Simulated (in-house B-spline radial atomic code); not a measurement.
RPA and G0W0 on HSE06: Ga II (Ga+)

Configuration [Ar] 3d10 4s2, mean-field start HSE06. Computed with an all-electron radial atomic-structure program (B-spline basis): all electrons, non-relativistic, point nucleus, each spin shell either full or empty, empty states to l = 9 with an (l + 1/2)⁻⁴ tail; G0W0 by contour deformation at full frequency.

Command:
```bash
python run_gw.py task.json out
```
Settings (radii: box in bohr, nucleus in fm):
```
Z                        31
electrons                30
configuration            [Ar] 3d10 4s2
hamiltonian              nr
method                   hse06
lmax                     9
spin_polarised           False
box_radius               23.78
intervals                53
ion_configuration        [Ar] 3d10 4s1
```

Run time, properties included: 6.6 s on 1 thread of Arm Neoverse N1 (shared host).

Energies (hartree):

```csv
term,value
mean-field total,-1924.37865
Hartree-Fock functional on these orbitals,-1923.03999
direct second order,-2.6857
second-order exchange,0.77213
SOSEX correction,0.6868
```

(1) What is the RPA correlation energy, and what remains with SOSEX?

Quasi-particle levels (eV):

| level | occupied | mean field | Σx - vxc | Σc | QP weight | G0W0 |
| --- | --- | --- | --- | --- | --- | --- |
| 4s | yes | -16.624 | -2.17 | ? | ? | ? |
| 4p | no | -8.640 | 3.73 | -1.22 | 0.937 | -6.132 |

G0W0 = mean field + (Σx - vxc) + Σc, with Σc (partial-wave tail included) taken at the quasi-particle energy. Only the outer levels were computed. Levels of low weight are left out.

(2) Where does G0W0 put 4s?

(3) What does it cost to remove one electron (to [Ar] 3d10 4s1) by differences of total energies, each species on its own start (correlation terms add to the Hartree-Fock functional)?

Results:

(1) RPA gives -2.2226 hartree (-2.02 eV per electron); RPA + SOSEX gives -1.5358, and the second-order doubles -1.9135 hartree (no singles). RPA lacks exchange-type terms and so overcorrelates at short range.

(2) At -20.410 eV, with Σc = -1.61 eV and a quasi-particle weight of 0.926. The tabulated removal energy is 20.515 eV (NIST, measured); the calculation leaves out relativity, Breit and QED terms, and what these don't explain is the method's own error.

(3) HSE06 20.158 eV, Hartree-Fock functional 18.352 eV, + RPA 20.475 eV, + RPA + SOSEX 19.972 eV, + second order 21.086 eV. Tabulated: 20.515 eV (NIST, measured); the calculation leaves out relativity, Breit and QED terms, and what these don't explain is the method's own error.
